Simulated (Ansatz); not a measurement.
## Ansatz (development build ahead of 0.2.0) run

```yaml
crystal:
  periodic: [false, false, false]
  atoms:
    - { symbol: Be, position_ang: [0.0, 0.0, -0.99263] }
    - { symbol: Cl, position_ang: [0.0, 0.0, 0.99263] }
basis:
  gaussian: { orbitals: def2-SVP }
magnetization:
  spin_polarized: true
  initial_magnetization: 1
hamiltonian:
  xc: hf
correlation:
  method: ccsd_t
  frozen_orbitals: { Be: 0, Cl: 5 }
scf:
  omitted_lower_state_checks: [stability, starts, atomic_configurations, cluster_reference, orbital_swaps, given_window_search, neighbouring_geometries, increment]
```

The input is written out in the form of the current development build from the run's settings.

Output:

```
Converged          : yes
Reference energy   : -473.99712 hartree
Correlation energy : -0.16300 hartree
Total energy       : -474.16012 hartree
```
